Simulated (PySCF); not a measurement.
Vertical excitations of a molecule C5H10O2 from TDA-LC-ωPBE/def2-SVPD (PySCF), as energy in eV (oscillator strength): 5.85 (0.001), 8.06 (0.054), 8.95 (0.145), 8.96 (0.003), 9.12 (0.009), 9.37 (0.001). Lowest triplet (TDA): 5.27 eV. The structure is a stationary point at B3LYP-D3(BJ)/def2-SVP. Other conformers were not sampled.

Identify the compound among the candidates.
(A) CCO[C@H]1CCO1
(B) C[C@@H](C=O)CCO
(C) CC(C)(C)C(=O)O
(D) CCCOCC=O

C, CC(C)(C)C(=O)O
